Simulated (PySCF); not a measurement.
# `B1C(C=O)=CC=C1[SiH3]`, C$_{5}$H$_{7}$BOSi

Geometry:
```
atom   x (Å)   y (Å)   z (Å)
  O1  -3.445   0.941  -0.970
  C2  -2.981   0.159  -0.176
  C3  -1.550  -0.039   0.058
  C4  -1.052  -0.923   0.952
  C5   0.443  -0.906   0.976
  C6   0.973  -0.015   0.104
 Si7   2.791   0.297  -0.149
  B8  -0.286   0.651  -0.612
  H9  -3.654  -0.484   0.453
 H10  -1.645  -1.585   1.595
 H11   1.008  -1.565   1.647
 H12   3.171   0.042  -1.573
 H13   3.593  -0.599   0.741
 H14   3.123   1.721   0.163
 H15  -0.280   1.483  -1.482
```

Method: TDDFT CAM-B3LYP/aug-cc-pVDZ excited states, vertical, gas phase (PySCF). Geometry: PBE0-D3(BJ)/def2-SVP.

**Question.** How strongly do the lowest singlets absorb one photon, and two photons of half the energy?

**Answer.** δ for parallel linear polarisation; σ at the peak of a Lorentzian of half width 0.1 eV, single beam; Ω is circular over linear.
| state | E (eV) | f | photon λ (nm) | δ (au) | σ (GM) | Ω | main |
| --- | --- | --- | --- | --- | --- | --- | --- |
| S1 | 2.52 | 0.030 | 982 | 11 | 0.03 | 0.80 | HOMO→LUMO 0.97 |
| S2 | 3.07 | 0.000 | 807 | 0.18 | 0.00 | 1.49 | HOMO−1→LUMO 0.86, HOMO−1→LUMO+1 0.10 |
| S3 | 3.95 | 0.000 | 628 | 0.4 | 0.00 | 1.40 | HOMO−2→LUMO 0.90 |
| S4 | 4.47 | 0.001 | 555 | 1.5 | 0.01 | 1.50 | HOMO−5→LUMO 0.51, HOMO−1→LUMO+1 0.38 |
| S5 | 4.72 | 0.000 | 525 | 7.5 | 0.06 | 0.97 | HOMO−5→LUMO 0.41, HOMO−1→LUMO+1 0.39 |
| S6 | 5.36 | 0.000 | 462 | 46.8 | 0.49 | 1.39 | HOMO−4→LUMO 0.53, HOMO−7→LUMO 0.41 |

Among these, the strongest one-photon state is S1, the strongest two-photon state S6, with a dipole change of 3.7 D (relaxed, norm of the difference vector). Half the energy of S4, S5, S6 comes within 0.4 eV of the allowed S1 or passes it, which inflates δ.
